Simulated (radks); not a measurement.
Isoelectronic series with 14 electrons, all held in the configuration [Ne] 3s2 3p2, which need not be the ground one along the series. Method: Dirac Kohn-Sham, PBEsol, spin-unpolarised, spherical densities, point nucleus; open shells fill j = l - 1/2 first; computed with a radial shooting solver on a logarithmic mesh with Libxc functionals. Total energies (hartree) and orbital eigenvalues (eV) (* marks an orbital that is empty in some or all of the ions):

| ion | E (hartree) | 3p3/2* | 3p1/2 | 3s1/2 |
|---|---|---|---|---|
| Si | -289.30053 | -4.0343 | -4.0659 | -10.7529 |
| P+ | -340.96086 | -14.1409 | -14.2068 | -23.2072 |
| S2+ | -397.16387 | -27.8729 | -27.9888 | -39.2925 |
| Cl3+ | -457.90368 | -44.9688 | -45.1536 | -58.7497 |
| Ar4+ | -523.18158 | -65.3092 | -65.5857 | -81.4671 |
| K5+ | -593.00265 | -88.8281 | -89.2233 | -107.3860 |
| Ca6+ | -667.37434 | -115.4852 | -116.0306 | -136.4732 |
| Sc7+ | -746.30585 | -145.2545 | -145.9865 | -168.7098 |
| Ti8+ | -829.80776 | -178.1187 | -179.0788 | -204.0851 |
| V9+ | -917.89179 | -214.0658 | -215.3014 | -242.5942 |
| Cr10+ | -1010.57073 | -253.0876 | -254.6519 | -284.2362 |
| Mn11+ | -1107.85835 | -295.1785 | -297.1313 | -329.0127 |
| Fe12+ | -1209.76933 | -340.3349 | -342.7425 | -376.9278 |
| Co13+ | -1316.31926 | -388.5544 | -391.4905 | -427.9872 |
| Ni14+ | -1427.52460 | -439.8357 | -443.3816 | -482.1981 |
| Cu15+ | -1543.40272 | -494.1787 | -498.4236 | -539.5689 |
| Zn16+ | -1663.97183 | -551.5835 | -556.6253 | -600.1091 |
| Ga17+ | -1789.25107 | -612.0512 | -617.9964 | -663.8293 |
| Ge18+ | -1919.26044 | -675.5832 | -682.5478 | -730.7408 |
| As19+ | -2054.02086 | -742.1814 | -750.2912 | -800.8561 |
| Se20+ | -2193.55418 | -811.8479 | -821.2390 | -874.1883 |
| Br21+ | -2337.88318 | -884.5855 | -895.4045 | -950.7514 |
